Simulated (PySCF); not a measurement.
B(H)2(Br), H2BBr, SMILES BBr, singlet (PBE0/def2-SVP optimised geometry):

```
4

B     -0.157     0.337     0.000
H      1.045     0.337     0.000
H     -0.830     1.333     0.000
Br    -1.045    -1.333    -0.003
```

Method: PBE0/def2-TZVP (PySCF).

**Question.** What are the frontier orbital energies and the dipole moment?

**Answer.** HOMO-2 -10.64 eV, HOMO-1 -9.34 eV, HOMO -8.22 eV, LUMO -2.01 eV, LUMO+1 1.47 eV; dipole moment 0.51 D.

On the same geometry PBE/def2-TZVP in PySCF gives HOMO-2 -9.29 eV, HOMO-1 -8.16 eV, HOMO -6.95 eV, LUMO -2.99 eV, LUMO+1 0.56 eV; dipole moment 0.31 D.

Meta-Löwdin charges at PBE0/def2-TZVP: B1 -0.05, H2 0.03, H3 0.03, Br4 -0.02.
